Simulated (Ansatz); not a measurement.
Pulling the pair apart

The pair of Br⁻ (SMILES [Br-], atom 1) and SiH$_{3}$F (SMILES [SiH3]F, atoms 2–6), both closed shells, in one local arrangement (a lower one may exist), relaxed at PBE0-D4/def2-TZVPD:

Br1  (-0.376, -0.816, -2.299)
Si2  (0.043, 0.094, 0.265)
F3  (0.299, 0.647, 1.825)
H4  (-1.415, 0.345, 0.190)
H5  (0.501, -1.302, 0.460)
H6  (0.948, 1.032, -0.441)
(Å)

SiH$_{3}$F is shifted rigidly along the line between the mean atom positions of the two fragments (negative: closer). Counterpoise interaction energies in kcal/mol. Program: Ansatz 0.2.0. Basis: def2-TZVPPD. Cores are frozen in the correlated methods. Filled d shells of the heavier atoms are correlated. The def2 sets are not built for correlating such inner shells, so the correlated values are less sure here.

```
shift (Å)     MP2      HF  wB97M-V
    -0.28  -18.36   -8.68   -20.09
    -0.14  -21.69  -13.50   -23.28
     0.00  -22.86  -16.04   -24.35
     0.14  -22.73  -17.12   -24.14
     0.33  -21.40  -17.22   -22.65
     0.69  -17.73  -15.44   -18.62
     1.38  -11.61  -11.05   -11.88
     2.75   -5.71   -5.88    -5.66
```

(1) What does CCSD(T) give at these shifts? (Judge from chemistry; the value comes from the calculation.)

No T1 diagnostic of these runs exceeds 0.010.

## Answers

(1) Computed: -17.29, -20.87, -22.24, -22.28, -21.11, -17.60, -11.54, -5.64 kcal/mol. For zero shift, CCSD(T) at an estimated basis limit (MP2 extrapolated from triple and quadruple zeta, plus CCSD(T) − MP2 in triple zeta) gives -24.47 kcal/mol. These are counterpoise interaction energies, counted from the two frozen fragments.

For scale, one of the runs: CCSD(T)/def2-TZVPPD, 196 basis functions, launched by `ansatz run in.yaml --threads 4 --pin off --events-out ev --progress --plain --max-ram 9574MiB`. Time: 29 s of wall clock on 4 CPU threads of an Intel Xeon Platinum 8488C; the host was shared. Peak host memory: 2.3 GiB.
